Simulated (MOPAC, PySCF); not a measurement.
[Sc(Cl)(NH2)2], neutral singlet in the gas phase. 

Z-matrix (Å, degrees):
```
Sc
N 1 1.9667
H 2 1.0292 1 126.66
H 2 1.0293 3 107.02 1 -179.86
N 1 1.9669 2 116.19 3 -179.89
H 5 1.0293 1 126.71 2 179.95
H 5 1.0294 6 106.92 1 179.97
Cl 1 2.3300 2 121.80 3 0.02
```
Charge 0, multiplicity 1.

All levels are single points at this geometry (BP86-D3(BJ)/def2-SVP); Pople sets use spherical d functions. Orbital energies aren't observables, and empty levels follow the basis.

B3LYP/6-31G* (LANL2DZ on Sc) in PySCF gives HOMO (eV) = -6.99.

Q: Estimate the HOMO (eV) from each of these levels: TPSSh-D3(BJ)/def2-TZVP in PySCF; B3LYP/3-21G in PySCF; B3LYP/LANL2DZ in PySCF; BP86/6-31G* (LANL2DZ on Sc) in PySCF; M06-2X/6-31G* (LANL2DZ on Sc) in PySCF; SVWN5/6-31G* (LANL2DZ on Sc) in PySCF; PM6 in MOPAC; PM7 in MOPAC.

A: 
| level | HOMO (eV) |
|---|---|
| TPSSh-D3(BJ)/def2-TZVP in PySCF | -6.53 |
| B3LYP/3-21G in PySCF | -6.52 |
| B3LYP/LANL2DZ in PySCF | -7.08 |
| BP86/6-31G* (LANL2DZ on Sc) in PySCF | -5.98 |
| M06-2X/6-31G* (LANL2DZ on Sc) in PySCF | -8.64 |
| SVWN5/6-31G* (LANL2DZ on Sc) in PySCF | -6.01 |
| PM6 in MOPAC | -8.55 |
| PM7 in MOPAC | -10.48 |
